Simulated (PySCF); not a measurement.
# Bond curve of MgSb⁺

Set-up: Mg aug-cc-pVDZ, Sb aug-cc-pVDZ-PP with ECP28; scalar-relativistic core potentials (PySCF 2.14). Energies in eV from Mg⁺ + Sb in their ground configurations at the same level. State: ³Σ⁻ (triplet), unpaired electrons π ↑↑.

| R (Å) | TPSSh | B3LYP |
| --- | --- | --- |
| 2.374 | -1.165 | -1.155 |
| 2.485 | -1.462 | -1.455 |
| 2.595 | -1.623 | -1.620 |
| 2.678 | -1.678 | -1.680 |
| 2.761 | -1.692 | -1.699 |
| 2.844 | -1.676 | -1.688 |
| 2.954 | -1.622 | -1.640 |
| 3.092 | -1.521 | -1.544 |
| 3.258 | -1.378 | -1.405 |
| 3.479 | -1.185 | -1.210 |

Problem. Put a parabola through the three lowest points of the TPSSh curve and estimate Re, k and ωe (reduced mass 20.01 u; 1 eV/Å² = 0.16022 mdyn/Å; ωe = 1302.8·√(k/μ) cm⁻¹).

Solution. Through R = 2.678, 2.761, 2.844 Å the second-order coefficient is 2.18 eV/Å², so Re ≈ 2.758 Å, k ≈ 0.698 mdyn/Å and ωe ≈ 243 cm⁻¹. A polynomial fit of higher order to the unrounded TPSSh energies gives Re = 2.755 Å, k = 0.723 mdyn/Å, ωe = 248 cm⁻¹; anharmonicity and rounding make the difference.

The higher-order fit for each curve: TPSSh: Re = 2.755 Å, ωe = 248 cm⁻¹, De = 1.69 eV; B3LYP: Re = 2.768 Å, ωe = 242 cm⁻¹, De = 1.70 eV.

⟨S²⟩ of the unrestricted solution departs from its pure value on part of the curve, where spin states mix. Spin–orbit coupling is left out, which matters for elements this heavy, above all for dissociation energies. For an ion De counts to the pair picked by the measured ionisation energies or electron affinities, which need not be the lowest pair at this level. The state was picked by a PBE0 search and need not be the measured ground state.
